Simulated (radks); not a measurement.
The numbers below are computed, except where a source is named.
Problem. Numerical settings for neutral silicon, [Ne] 3s2 3p2. Level of theory: Dirac Kohn-Sham, PBE, spin-unpolarised, spherical densities, point nucleus; open shells fill j = l - 1/2 first (a radial shooting solver on a logarithmic mesh with Libxc functionals). The defaults (mesh step 0.008 in ln r, mesh end at 40 bohr or more with all orbitals vanishing there, Anderson mixing 0.5 over 9 steps, residual threshold near 1e-9 with the energy settled to 1e-9 hartree or 1e-11 of itself, here a cap of 57 iterations) give E = -289.8388 hartree and 3p1/2 at -4.090 eV in 13 iterations. Run on one thread of a shared host, so times are rough (Arm Neoverse V2): 0.06 s of CPU time, 0.06 s wall, 13 iterations on 2597 mesh points. One setting is changed at a time: mesh step in ln r 0.003; mesh step in ln r 0.08; mesh step in ln r 0.012; mesh end (bohr) 400; mesh end (bohr) 20; residual threshold 1e-05; residual threshold 0.1; mixing 1; linear mixing, mixing 0.8; linear mixing, mixing 0.2; mixing history 3; iteration cap 5. Which runs fail to converge, and which converge to a wrong energy?

Solution. Not converged within the cap: linear mixing, mixing 0.2; iteration cap 5. No run marked as converged misses the energy by more than 1 mhartree.
